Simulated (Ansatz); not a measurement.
Sn26H33⁺, a nanocrystal with a defect cut from the lattice of tin (one cap removed). Total charge 1; singlet. Geometry r2SCAN-D4/def2-SVP; atoms count from 1.

```xyz
59

Sn   -0.0625    2.1180    5.0277
Sn   -3.8679   -0.7431    3.5595
Sn    4.0487    1.4598    3.2513
Sn    4.6807   -1.9960   -0.2177
Sn   -3.0239   -3.8931    0.4653
Sn    1.0463   -4.4550   -1.3293
Sn    0.4913   -1.2626    1.8924
Sn   -1.9950    2.4373    0.8074
Sn    2.2418    1.9462   -1.0372
Sn   -1.5332   -0.5514   -2.3635
Sn   -5.6067   -0.1107   -0.6086
Sn    2.8982   -1.3736   -4.2271
Sn    0.2350    2.7857   -5.1636
Sn    1.6806    0.1713    4.0138
Sn   -1.9060   -2.5361    2.6567
Sn   -0.9670    3.8377    3.0184
Sn   -4.3809    1.1559    1.5642
Sn    2.3218   -3.1128    0.8247
Sn    3.6167    3.1772    1.0897
Sn    4.0354    0.0290   -2.0539
Sn   -1.2995   -5.8133   -0.6137
Sn   -3.7756   -2.0349   -1.5030
Sn    0.5325   -2.2842   -3.0276
Sn   -0.0716    0.5846   -0.1566
Sn    1.5582    3.8783   -2.9629
Sn   -2.0409    1.3876   -4.3448
H     0.8034    3.0380    6.1925
H    -1.4024    1.3762    5.8023
H    -5.2956   -1.6567    3.8448
H    -3.3913    0.0006    5.0316
H     4.6122    2.3736    4.5930
H     5.2570    0.3185    2.8203
H     5.5312   -3.2385   -1.0491
H     5.6731   -1.3860    1.0419
H    -4.4752   -4.6730    0.9795
H     2.2127   -5.4151   -2.1630
H    -2.3156    3.5143   -0.5064
H    -7.0780   -0.8662   -0.1488
H    -5.9119    0.9986   -1.8836
H     3.8310   -2.7484   -4.6612
H     2.5726   -0.4208   -5.6130
H     1.2684    1.6809   -5.9762
H    -0.2535    4.0019   -6.2720
H     2.0342   -0.9935    5.2362
H    -1.5104   -3.7012    3.8664
H    -2.2512    4.8150    3.6104
H     0.3077    4.8661    2.5007
H    -5.4150    2.3816    2.1984
H     2.7036   -4.3653    1.9518
H     5.1107    3.7183    0.4304
H     2.7109    4.5556    1.5708
H     5.4733    0.7604   -2.6681
H    -0.8829   -7.0197    0.5342
H    -1.9572   -6.5610   -2.0118
H    -4.3246   -2.8517   -2.9207
H     0.5257    5.0104   -2.1854
H     2.9911    4.6945   -3.4438
H    -3.1984    2.4384   -3.6311
H    -2.8120    0.5518   -5.6328
```

In the def2 sets Sn takes a core potential; there is no spin–orbit coupling. Single mean-field runs in def2-SVP are fitted with def2-universal-jkfit.

(1) Estimate the Mulliken populations of the heavy atoms from the PBE0/def2-SVP orbitals of Ansatz.

(2) And the Mayer bond orders between heavy atoms (over 0.3)?

Results:

(1) 
| atom | charge (e) |
| --- | --- |
| Sn1 | 0.14 |
| Sn2 | 0.16 |
| Sn3 | 0.15 |
| Sn4 | 0.17 |
| Sn5 | 0.02 |
| Sn6 | 0.00 |
| Sn7 | -0.13 |
| Sn8 | 0.05 |
| Sn9 | -0.13 |
| Sn10 | -0.15 |
| Sn11 | 0.19 |
| Sn12 | 0.17 |
| Sn13 | 0.15 |
| Sn14 | 0.06 |
| Sn15 | 0.07 |
| Sn16 | 0.16 |
| Sn17 | 0.02 |
| Sn18 | 0.06 |
| Sn19 | 0.17 |
| Sn20 | 0.03 |
| Sn21 | 0.22 |
| Sn22 | 0.06 |
| Sn23 | 0.16 |
| Sn24 | -0.21 |
| Sn25 | 0.20 |
| Sn26 | 0.21 |
Mulliken values depend strongly on the basis.

(2) Sn1–Sn14 0.87 (2.80 Å); Sn1–Sn16 0.88 (2.80 Å); Sn2–Sn15 0.86 (2.81 Å); Sn2–Sn17 0.87 (2.80 Å); Sn3–Sn14 0.87 (2.80 Å); Sn3–Sn19 0.88 (2.79 Å); Sn4–Sn18 0.86 (2.81 Å); Sn4–Sn20 0.87 (2.81 Å); Sn5–Sn15 0.85 (2.81 Å); Sn5–Sn21 0.87 (2.80 Å); Sn5–Sn22 0.85 (2.81 Å); Sn6–Sn18 0.81 (2.84 Å); Sn6–Sn21 0.85 (2.80 Å); Sn6–Sn23 0.88 (2.80 Å); Sn7–Sn14 0.84 (2.82 Å); Sn7–Sn15 0.84 (2.82 Å); Sn7–Sn18 0.84 (2.81 Å); Sn7–Sn24 0.85 (2.82 Å); Sn8–Sn16 0.86 (2.81 Å); Sn8–Sn17 0.86 (2.81 Å); Sn8–Sn24 0.82 (2.84 Å); Sn9–Sn19 0.86 (2.82 Å); Sn9–Sn20 0.85 (2.82 Å); Sn9–Sn24 0.85 (2.83 Å); Sn9–Sn25 0.85 (2.81 Å); Sn10–Sn22 0.83 (2.82 Å); Sn10–Sn23 0.90 (2.78 Å); Sn10–Sn24 0.77 (2.88 Å); Sn10–Sn26 0.83 (2.82 Å); Sn11–Sn17 0.87 (2.80 Å); Sn11–Sn22 0.86 (2.80 Å); Sn12–Sn20 0.83 (2.83 Å); Sn12–Sn23 0.87 (2.80 Å); Sn13–Sn25 0.88 (2.79 Å); Sn13–Sn26 0.88 (2.79 Å).
